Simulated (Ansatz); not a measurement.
Geometry optimisation, Ansatz 0.2.0, RKS PBE-D4/def2-SVP.

input.yaml

```yaml
crystal:
  periodic: [false, false, false]
  atoms:
    - { symbol: Si, position_ang: [0.0, 0.0, 0.0] }
    - { symbol: O, position_ang: [0.0, 0.0, 1.68] }
    - { symbol: Si, position_ang: [-1.3147, -0.4067, 2.6436] }
    - { symbol: H, position_ang: [-2.239, -1.2403, 1.8804] }
    - { symbol: H, position_ang: [-0.8506, -1.1432, 3.8157] }
    - { symbol: H, position_ang: [-1.9987, 0.8095, 3.0733] }
    - { symbol: H, position_ang: [1.3768, 0.0, -0.4862] }
    - { symbol: H, position_ang: [-0.6877, 1.1914, -0.4862] }
    - { symbol: F, position_ang: [-0.7489, -1.2974, -0.5295] }
basis:
  gaussian: { orbitals: def2-SVP }
hamiltonian:
  xc: pbe
  dispersion: d4
relax:
  f_tol: 0.02
  max_steps: 40
output:
  orbitals: {}
```

Command:

```bash
$ ansatz run input.yaml --threads 1 --pin off --max-ram 2048MiB --backend cpu --events-out ev --progress --plain --runs-dir out
```

Problem. Where does it end, and by what steps?

Solution. The forces met the threshold. The force dipped under the threshold on the way, but the program's further checks kept it going. After 21 steps the energy has fallen by 0.201 eV; H4 moved furthest, 0.78 Å.

```tsv
step	energy less start (eV)	largest force component (eV/Å)	accepted
0	0.0000	1.345	yes
1	-0.1254	0.755	yes
2	-0.1638	0.261	yes
3	-0.1836	0.202	yes
4	-0.1914	0.102	yes
5	-0.1930	0.014	yes
6	-0.1935	0.051	yes
7	-0.1939	0.057	yes
8	-0.1944	0.057	yes
9	-0.1950	0.072	yes
10	-0.1955	0.097	yes
11	-0.1958	0.084	yes
12	-0.1964	0.079	yes
13	-0.1974	0.111	yes
14	-0.1977	0.131	yes
15	-0.1986	0.100	yes
16	-0.1997	0.016	yes
17	-0.2003	0.016	yes
18	-0.2001	0.064	no
19	-0.2007	0.023	yes
20	-0.2008	0.032	yes
21	-0.2009	0.016	yes
```

```xyz
9
Properties=species:S:1:pos:R:3
Si 0.051 0.025 -0.074
O -0.243 -0.469 1.478
Si -1.392 -0.495 2.704
H -2.311 -1.671 2.523
H -0.666 -0.616 4.012
H -2.198 0.777 2.688
H 1.501 -0.197 -0.363
H -0.385 1.448 -0.263
F -0.820 -0.888 -1.113
```

Whether the end is a true minimum wasn't checked by a vibrational analysis.

Run time: 99 s on 1 thread of Arm Neoverse N1, with other jobs on the host, peak memory 0.12 GiB.
